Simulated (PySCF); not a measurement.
**[Er(H2O)]3+ at several levels of theory**

Computed with PySCF 2.14.0 (density fitting, no spin-orbit coupling) at the geometry relaxed with PBE0:

```xyz
4
[Er(H2O)]3+ (singlet in the valence; each metal's 4f electrons, 11 of them, lie in its core potential, out of spins and levels)
Er    0.0000    0.0000   -0.0550
O     0.0000    0.0000    2.0886
H     0.7809    0.0000    2.7197
H    -0.7809    0.0000    2.7197
```

```json
{"level": "PBE0", "basis": "Er lcecp-1-SVP with ECP57, O def2-SVP, H def2-SVP", "state": "singlet", "HOMO (eV)": "-28.46", "gap (eV)": "7.69", "charge on Er1 (e)": "2.54", "population of f-type functions on Er1 (polarisation alone where 4f lies in the core)": "0.02", "dipole about the centre of mass (D)": "3.38", "largest force component (eV/Å)": "0.00"}
{"level": "HF", "basis": "the same", "state": "singlet", "HOMO (eV)": "-32.78", "gap (eV)": "15.47", "charge on Er1 (e)": "2.67", "population of f-type functions on Er1 (polarisation alone where 4f lies in the core)": "0.02", "dipole about the centre of mass (D)": "2.65", "largest force component (eV/Å)": "1.66"}
{"level": "revPBE", "basis": "the same", "state": "singlet", "HOMO (eV)": "-26.78", "gap (eV)": "4.93", "charge on Er1 (e)": "2.48", "population of f-type functions on Er1 (polarisation alone where 4f lies in the core)": "0.02", "dipole about the centre of mass (D)": "3.71", "largest force component (eV/Å)": "0.37"}
```

In the lcecp rows the 4f levels are missing from HOMO and gap, and the state counts the valence alone.

Charges are Mulliken's, which hang on the basis. The relaxation used the grid (50, 194), these runs (75, 302) or, all-electron (x2c bases, spin-free X2C Hamiltonian), (99, 590).

Task: What does PBE0 with Er lcecp-1-TZVP with ECP57, O def2-TZVP, H def2-TZVP give here?

Result: state singlet, HOMO (eV) -28.43, gap (eV) 7.69, charge on Er1 (e) 2.62, population of f-type functions on Er1 (polarisation alone where 4f lies in the core) 0.02, dipole about the centre of mass (D) 3.45, largest force component (eV/Å) 0.33. Time: 4.2 s on 2 threads of Arm Neoverse V2, with other jobs on the host, from free ions and atoms.

In the first row's basis the gap widens with exact exchange: 4.9 eV for revPBE (none); 7.7 eV for PBE0 (a fixed share); 15.5 eV for Hartree–Fock (rising or full at long range).

An lcecp potential fixes the number of 4f electrons, so in runs with it no electron can move into or out of that shell.
